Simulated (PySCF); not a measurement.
Gas-phase reaction: MoO₃ + 3 F₂ ⇌ MoF₆ + O₃, at 1200 K and a standard pressure of 1 bar. Level: M06-2X/def2-TZVP†.

Computed with PySCF and rigid-rotor harmonic-oscillator thermochemistry at 1 bar. S°(298 K) at PBE0/def2-TZVP differs from the NASA 1993 table for MoO₃ (+7 J/mol/K); whether the harmonic model or the table's entry is off was not settled. † marks an energy on the PBE0/def2-TZVP geometry and frequencies. All species are closed-shell singlets. Mo: scalar-relativistic def2 core potential, no spin-orbit coupling. The harmonic model lacks anharmonicity and excited electronic states, which grow with temperature; levels with a mode under 35 cm⁻¹ are left out. Strong static correlation: MoO₃, O₃. Soft modes under 120 cm⁻¹ make the harmonic entropy rough for MoF₆.

| species | E (Ha) | H(1200 K) − E (kJ/mol) | S°(1200 K) (J/mol/K) |
|---|---|---|---|
| MoO₃ | -293.80846 | 103.8 | 383.0 |
| F₂ | -199.52172 | 46.3 | 248.8 |
| MoF₆ | -667.37557 | 193.9 | 548.4 |
| O₃ | -225.40797 | 74.5 | 302.4 |
E: electronic energy; H − E holds the zero-point and thermal terms. 1 Ha = 2625.5 kJ/mol.

Task: Work out ΔH°, ΔS°, ΔG° and log10 K from these numbers.

Result: 1. ΔE = 1×(-667.37557) + 1×(-225.40797) − 1×(-293.80846) − 3×(-199.52172) = -0.40992 Ha = -1076.2 kJ.
2. Δ(H − E) = 1×(193.9) + 1×(74.5) − 1×(103.8) − 3×(46.3) = 25.7 kJ, so ΔH° = -1050.5 kJ.
3. ΔS° = 1×(548.4) + 1×(302.4) − 1×(383.0) − 3×(248.8) = -278.6 J/K; the number of gas molecules changes by -2.
4. ΔG° = ΔH° − TΔS° = -1050.5 − 1200×(-278.6)/1000 = -716.2 kJ.
5. log10 K = −ΔG°/(RT ln 10) = 31.18, with RT ln 10 = 22.97 kJ/mol; at standard pressures the products are favoured.
6. A shift of 10 kJ in ΔE would move log10 K by 0.44 here.
For scale, ΔH°(298 K) is -1067 kJ at this level, -1104 kJ at ωB97M-V/def2-TZVP†, and runs from -1430 to -1030 kJ over the 17 levels computed.
